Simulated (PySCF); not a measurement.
C3H5F3O.
Numbering: `[CH3:1][CH2:2][O:3][C:4]([F:5])([F:6])[F:7]` (hydrogens: H8, H9, H10 on C1; H11, H12 on C2)

The same species was optimised twice, with GFN2-xTB and with PBE0-D3(BJ)/def2-SVP (PySCF), and the same property calculations (PySCF, gas phase) were run on both structures.

```tsv
coordinate	GFN2-xTB	PBE0-D3(BJ)/def2-SVP	change
O3–C4 (Å)	1.312	1.332	+0.020
C2–O3 (Å)	1.446	1.429	-0.017
C4–F5 (Å)	1.350	1.339	-0.011
C1–C2 (Å)	1.516	1.505	-0.011
C4–F6 (Å)	1.350	1.340	-0.010
C4–F7 (Å)	1.327	1.320	-0.007
F5–C4–F6 (°)	104.6	106.4	+1.8
F6–C4–F7 (°)	106.9	108.4	+1.5
O3–C4–F5 (°)	114.0	112.5	-1.5
O3–C4–F6 (°)	114.0	112.5	-1.5
O3–C4–F7 (°)	110.0	108.6	-1.4
F5–C4–F7 (°)	106.9	108.3	+1.4
C2–O3–C4 (°)	115.5	116.8	+1.3
C1–C2–O3 (°)	107.6	107.9	+0.3
C1–C2–O3–C4 (°)	180	-178	+2
C2–O3–C4–F5 (°)	-60	-59	+1
```

Rotational constants: A = 5085, B = 1642, C = 1609 MHz (GFN2-xTB) against A = 5057, B = 1650, C = 1618 MHz (PBE0-D3(BJ)/def2-SVP). Atoms that the bonding makes alike are paired by their places after alignment.

On the GFN2-xTB structure: lowest singlet, TDDFT (eV) 9.10 [CAM-B3LYP/def2-SVPD]; lowest triplet, Tamm–Dancoff (eV) 8.88 [CAM-B3LYP/def2-SVPD]; isotropic polarisability (au) 45.4 [CAM-B3LYP/def2-SVPD]; HOMO (eV) -11.05 [CAM-B3LYP/def2-SVPD]; LUMO (eV) 1.17 [CAM-B3LYP/def2-SVPD]; dipole (D) 3.09 [CAM-B3LYP/def2-SVPD]; HOMO (eV) -9.48 [PBE0/pcSseg-1]; LUMO (eV) 1.42 [PBE0/pcSseg-1]; dipole (D) 3.01 [PBE0/pcSseg-1]; GIAO shielding of C1 (ppm) 170.6 [PBE0/pcSseg-1]; GIAO shielding of C2 (ppm) 119.5 [PBE0/pcSseg-1]; GIAO shielding of O3 (ppm) 220.5 [PBE0/pcSseg-1]; GIAO shielding of C4 (ppm) 56.2 [PBE0/pcSseg-1]; GIAO shielding of F5/F6/F7 (mean) (ppm) 248.9 [PBE0/pcSseg-1].

Question: What do these properties become on the PBE0-D3(BJ)/def2-SVP structure?

Answer: 
| property | level | on GFN2-xTB | on PBE0-D3(BJ)/def2-SVP | change |
| --- | --- | --- | --- | --- |
| lowest singlet, TDDFT (eV) | CAM-B3LYP/def2-SVPD | 9.10 | 8.88 | -0.22 |
| lowest triplet, Tamm–Dancoff (eV) | CAM-B3LYP/def2-SVPD | 8.88 | 8.67 | -0.21 |
| isotropic polarisability (au) | CAM-B3LYP/def2-SVPD | 45.4 | 45.7 | +0.3 |
| HOMO (eV) | CAM-B3LYP/def2-SVPD | -11.05 | -10.81 | +0.24 |
| LUMO (eV) | CAM-B3LYP/def2-SVPD | 1.17 | 1.20 | +0.03 |
| dipole (D) | CAM-B3LYP/def2-SVPD | 3.09 | 2.74 | -0.35 |
| energy, GFN2-xTB geometry as zero (kcal/mol) | CAM-B3LYP/def2-SVPD | 0.0 | -0.5 | -0.5 |
| HOMO (eV) | PBE0/pcSseg-1 | -9.48 | -9.23 | +0.25 |
| LUMO (eV) | PBE0/pcSseg-1 | 1.42 | 1.45 | +0.03 |
| dipole (D) | PBE0/pcSseg-1 | 3.01 | 2.66 | -0.35 |
| energy, GFN2-xTB geometry as zero (kcal/mol) | PBE0/pcSseg-1 | 0.0 | -0.5 | -0.5 |
| GIAO shielding of C1 (ppm) | PBE0/pcSseg-1 | 170.6 | 168.8 | -1.8 |
| GIAO shielding of C2 (ppm) | PBE0/pcSseg-1 | 119.5 | 122.3 | +2.8 |
| GIAO shielding of O3 (ppm) | PBE0/pcSseg-1 | 220.5 | 217.7 | -2.8 |
| GIAO shielding of C4 (ppm) | PBE0/pcSseg-1 | 56.2 | 56.9 | +0.7 |
| GIAO shielding of F5/F6/F7 (mean) (ppm) | PBE0/pcSseg-1 | 248.9 | 254.9 | +6.0 |

The heavy atoms differ by 0.020 Å rms after alignment (one structure mirrored). Among bonds between heavy atoms O3–C4 changes most (+0.020 Å). Changes are differences of the printed values. Neither structure is proved a minimum here.

Conformer computed: `[CH3:1][CH2:2][O:3][C:4]([F:5])([F:6])[F:7]`: C1–C2–O3–C4 -178°, C2–O3–C4–F5 -59°.
